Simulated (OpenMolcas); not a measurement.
Yb3+ in Cs2NaYBr6: curves along the breathing mode

Yb3+ with its 6 nearest bromide ions, on the Y site of Cs2NaYBr6 (a = 11.3047 Å, distance in the model lattice 2.765 Å). The rest of the host is ab initio model potentials to 7.6 Å, with orthogonalisation functions on the cations behind the ligands, and point charges beyond; the distance is set by hand and nothing relaxes. Ligand basis ANO-RCC-VDZP.

- Program: OpenMolcas
- Method: CASSCF
- Basis: ANO-RCC-VDZP [7s6p4d2f1g]
- Scalar Hamiltonian: DKH2, point nucleus
- Active space: 13 electrons in 7 orbitals (4f)
- State averaging: 2S+1 = 2 odd, 7 roots
- Spin-orbit coupling: RASSI with atomic mean-field integrals over the reference wave functions

Spin-free energies (labels of O, the rotations of Oh) in cm-1 above the lowest fitted minimum, as all ligands move together:

```tsv
R (Å)	2T1	2T2	2A2
2.59	7330	7550	7610
2.651	2540	2730	2790
2.712	300	470	520
2.773	260	410	460
2.835	2200	2330	2380
2.896	5860	5970	6020
2.957	11130	11230	11270
```

Cubic fits give the following; the wavenumber is harmonic, with the mass of all moving ligands, small differences in it between states hang on the degree of the fit, a number in brackets counts states of one label, and the table is a selection of at most 14 states with clean curves.

| State | R0 (Å) | Breathing mode (cm-1) | Minimum (cm-1) |
| --- | --- | --- | --- |
| 2T1 | 2.744 | 199 | 0 |
| 2T2 | 2.745 | 199 | 150 |
| 2A2 | 2.745 | 199 | 210 |

For an f ion spin-orbit coupling outweighs the ligand field, so these spin-free curves are not those of observable levels.

Without dynamic correlation the ligand-field splitting of an f shell can come out too small, at times by half. No measured value stands beside these numbers.
